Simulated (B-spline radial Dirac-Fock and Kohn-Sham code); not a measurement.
Dipole and non-dipole photoemission parameters of Rh 3d5/2

System: atomic rhodium, configuration [Kr] 4d8 5s1; threshold 307.2 eV (tabulated edge). These are calculated numbers from an atomic code on a B-spline grid; the model is Dirac-Hartree-Slater photoionisation with a Latter tail; cross sections with all multipoles, angular parameters from the dipole term and its interference with E2.

```tsv
hν (eV)	σ (kb)	β	γ	δ
370	2390	0.333	-0.014	0.002
400	2320	0.364	-0.032	0.004
511	1620	0.733	-0.048	0.014
544	1450	0.811	-0.044	0.017
600	1190	0.916	-0.033	0.021
652	?	?	?	?
800	612	1.115	0.036	0.033
862	507	1.147	0.061	0.036
1050	300	1.202	0.142	0.044
1260	180	1.221	0.231	0.052
2240	31.5	1.149	0.571	0.088
2360	26.6	1.135	0.604	0.093
3850	5.09	0.975	0.919	0.150
3880	4.95	0.972	0.924	0.151
4980	2.03	0.877	1.078	0.193
6000	1.02	0.806	1.188	0.232
8047.8	0.334	0.695	1.348	0.305
11600	0.0789	0.565	1.514	0.424
14000	0.0369	0.502	1.583	0.498
```

Q: Give the values at 652 eV.

A: σ = 993 kb, β = 0.988, γ = -0.018, δ = 0.024.
